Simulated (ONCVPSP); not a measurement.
u(r) = r·R(r): atom against pseudo-atom (fluorine)

Columns: radius, all-electron u(r) and pseudo u(r) of the 2p shell (level -38.15 eV) of fluorine in the configuration [He] 2s2 2p3.5; PBEsol, scalar-relativistic, ONCV scheme, ONCVPSP 4.0.1.

```json
{"r (bohr)": "0.062", "all-electron": "0.0708", "pseudo": "0.0316"}
{"r (bohr)": "0.125", "all-electron": "0.2209", "pseudo": "0.1234"}
{"r (bohr)": "0.188", "all-electron": "0.3899", "pseudo": "0.2612"}
{"r (bohr)": "0.250", "all-electron": "0.5461", "pseudo": "0.4225"}
{"r (bohr)": "0.312", "all-electron": "0.6801", "pseudo": "0.5883"}
{"r (bohr)": "0.375", "all-electron": "0.7899", "pseudo": "0.7422"}
{"r (bohr)": "0.438", "all-electron": "0.8731", "pseudo": "0.8674"}
{"r (bohr)": "0.500", "all-electron": "0.9305", "pseudo": "0.9555"}
{"r (bohr)": "0.562", "all-electron": "0.9666", "pseudo": "1.0084"}
{"r (bohr)": "0.625", "all-electron": "0.9846", "pseudo": "1.0304"}
{"r (bohr)": "0.688", "all-electron": "0.9871", "pseudo": "1.0275"}
{"r (bohr)": "0.750", "all-electron": "0.9773", "pseudo": "1.0081"}
{"r (bohr)": "0.812", "all-electron": "0.9581", "pseudo": "0.9785"}
{"r (bohr)": "0.875", "all-electron": "0.9311", "pseudo": "0.9427"}
{"r (bohr)": "0.938", "all-electron": "0.8986", "pseudo": "0.9042"}
{"r (bohr)": "1.000", "all-electron": "0.8627", "pseudo": "0.8649"}
{"r (bohr)": "1.062", "all-electron": "0.8242", "pseudo": "0.8248"}
{"r (bohr)": "1.125", "all-electron": "0.7835", "pseudo": "0.7835"}
{"r (bohr)": "1.188", "all-electron": "0.7420", "pseudo": "0.7419"}
{"r (bohr)": "1.250", "all-electron": "0.7010", "pseudo": "0.7010"}
{"r (bohr)": "1.312", "all-electron": "0.6605", "pseudo": "0.6604"}
{"r (bohr)": "1.375", "all-electron": "0.6201", "pseudo": "0.6200"}
{"r (bohr)": "1.438", "all-electron": "0.5808", "pseudo": "0.5808"}
{"r (bohr)": "1.500", "all-electron": "0.5435", "pseudo": "0.5435"}
{"r (bohr)": "1.562", "all-electron": "0.5077", "pseudo": "0.5077"}
{"r (bohr)": "1.625", "all-electron": "0.4729", "pseudo": "0.4729"}
```

(1) How many radial nodes do the two functions have?

(2) At about which radius was the pseudo-wave matched?

(3) Is the pseudo-wave norm-conserving?

Results:

(1) The all-electron 2p function has n − l − 1 = 0; the pseudo-wave has 0.

(2) 1.25 bohr. The columns agree to 0.0005 from 1.12 bohr on; several derivatives are matched, so the curves merge somewhat inside the radius.

(3) Yes: the ONCV scheme keeps the norm inside the radius equal to the all-electron one, which fixes the energy derivative of the logarithmic derivative at the level.
